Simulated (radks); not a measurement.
Q: The boron ion B+, [He] 2s2. Calculated with a radial shooting solver on a logarithmic mesh with Libxc functionals: non-relativistic Kohn-Sham, exchange-only B88, spin-polarised, spherical densities, point nucleus. Every spin shell is full or empty, so the densities are truly spherical. Functionals are evaluated on that one density, not self-consistently. Rank these orbital-free kinetic functionals by their error against the exact value of the orbitals, and give that value: Thomas-Fermi, von Weizsacker, TF + vW/9, APBEK, revAPBEK, Perdew 92, Pearson, LKT, PG1, DePristo-Kress, Ernzerhof.

A: Exact: 24.2296 hartree. From best to worst, with 100 (|E| - |E exact|)/|E exact| (equal figures are ties): Perdew 92 -0.14, APBEK -0.14, TF + vW/9 -0.16, revAPBEK +0.66, DePristo-Kress -1.60, Ernzerhof +1.87, Pearson -4.38, von Weizsacker -8.18, Thomas-Fermi -10.36, PG1 +45.48, LKT +52.83.
